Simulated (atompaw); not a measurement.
# Reading a pseudo-wave (aluminium (Al))

Columns: radius, all-electron u(r) and pseudo u(r) of the 3p shell (level -2.78 eV) of aluminium in the configuration [Ne] 3s2 3p1; LDA (PW92), scalar-relativistic, PAW (atompaw) scheme, atompaw 4.2.0.5.

| r (bohr) | all-electron | pseudo |
| --- | --- | --- |
| 0.113 | -0.0883 | 0.0015 |
| 0.227 | -0.1839 | 0.0060 |
| 0.340 | -0.2182 | 0.0136 |
| 0.454 | -0.2014 | 0.0242 |
| 0.567 | -0.1532 | 0.0379 |
| 0.681 | -0.0875 | 0.0549 |
| 0.794 | -0.0152 | 0.0748 |
| 0.908 | 0.0588 | 0.0980 |
| 1.021 | 0.1295 | 0.1241 |
| 1.135 | 0.1962 | 0.1534 |
| 1.248 | 0.2566 | 0.1852 |
| 1.362 | 0.3112 | 0.2198 |
| 1.475 | 0.3590 | 0.2561 |
| 1.588 | 0.4007 | 0.2939 |
| 1.702 | 0.4367 | 0.3328 |
| 1.815 | 0.4669 | 0.3713 |
| 1.929 | 0.4920 | 0.4090 |
| 2.042 | 0.5121 | 0.4442 |
| 2.156 | 0.5278 | 0.4763 |
| 2.269 | 0.5394 | 0.5034 |
| 2.383 | 0.5475 | 0.5251 |
| 2.496 | 0.5523 | 0.5404 |
| 2.610 | 0.5542 | 0.5493 |
| 2.723 | 0.5535 | 0.5522 |
| 2.837 | 0.5507 | 0.5505 |
| 2.950 | 0.5459 | 0.5459 |

Task: How many radial nodes do the two functions have?

Result: The all-electron 3p function has n − l − 1 = 1; the pseudo-wave has 0, since the states of the same l below it are removed with the core.

Task: Where does each function peak?

Result: Outermost all-electron maximum near 2.61 bohr, pseudo maximum near 2.72 bohr (to the table’s step).

Task: Is the pseudo-wave norm-conserving?

Result: No, it belongs to a PAW set: the norm inside the radius is not constrained, and the difference is carried by the augmentation charge.
